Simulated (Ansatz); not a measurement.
A nudged elastic band was laid between two geometries of BCl2H2S (6 atoms, charge 1, multiplicity 1).

All numbers below come from RKS LDA/def2-SVP (Ansatz 0.2.0).

| Item | Value |
| --- | --- |
| movable images | 9 |
| climbing image | yes |
| spring | 5.0 eV/Å² |
| optimiser | quadratic models (default) |
| start path | IDPP |
| force threshold | 0.03 eV/Å |
| iteration limit | 60 |
| end points | relaxed |

First end point:

```xyz
6
Properties=species:S:1:pos:R:3
S -0.171 0.893 -0.734
B 0.128 -0.840 0.089
Cl -1.273 -1.728 0.432
Cl 1.752 -1.287 0.257
H -1.226 1.333 0.033
H 0.790 1.628 -0.077
```

Last end point:

```xyz
6
Properties=species:S:1:pos:R:3
S -0.118 1.005 0.586
B 0.124 -0.843 0.042
Cl -1.293 -1.769 -0.009
Cl 1.729 -1.322 -0.202
H -1.229 1.319 -0.163
H 0.787 1.612 -0.254
```

Question: Which bonds break or form, and what moves?

Answer: No bond is made or broken. The height of S1 over the plane of its neighbours goes from 0.74 to -0.74 Å. The two ends are copies of one structure, up to a mirror image or an exchange of like atoms.

Question: Give the energies along the band, and the barrier.

Answer: It converged. The highest image is number 5 of 0 to 10, 12.9 kcal/mol above the ends, which have the same energy within 2 meV. A vibrational analysis at the climbing image gives one clearly imaginary mode, 589i cm⁻¹: a first-order saddle point. Limits of this set-up: the dipole of an ion depends on the origin.

| image | path coordinate (Å) | energy (kcal/mol) | height of S1 over the plane of its neighbours (Å) |
| --- | --- | --- | --- |
| 0 | 0.00 | 0.0 | 0.74 |
| 1 | 0.17 | 0.7 | 0.66 |
| 2 | 0.34 | 3.0 | 0.54 |
| 3 | 0.51 | 6.9 | 0.38 |
| 4 | 0.68 | 11.1 | 0.19 |
| 5 | 0.85 | 12.9 | 0.00 |
| 6 | 1.02 | 11.0 | -0.19 |
| 7 | 1.19 | 6.9 | -0.38 |
| 8 | 1.36 | 2.9 | -0.54 |
| 9 | 1.53 | 0.7 | -0.66 |
| 10 | 1.70 | 0.0 | -0.74 |

Question: What is the geometry of the highest image?

Answer: 
```xyz
6
Properties=species:S:1:pos:R:3
S -0.133 0.901 -0.025
B 0.142 -0.963 0.028
Cl -1.283 -1.867 0.135
Cl 1.768 -1.423 -0.040
H -1.355 1.515 0.014
H 0.861 1.837 -0.112
```

Question: What are the harmonic wavenumbers there?

Answer: 589i, 171, 236, 318, 395, 436, 534, 788, 1064, 1162, 2564, 2616 cm⁻¹.

Time of the run: 66 s on 1 CPU thread of a shared host.
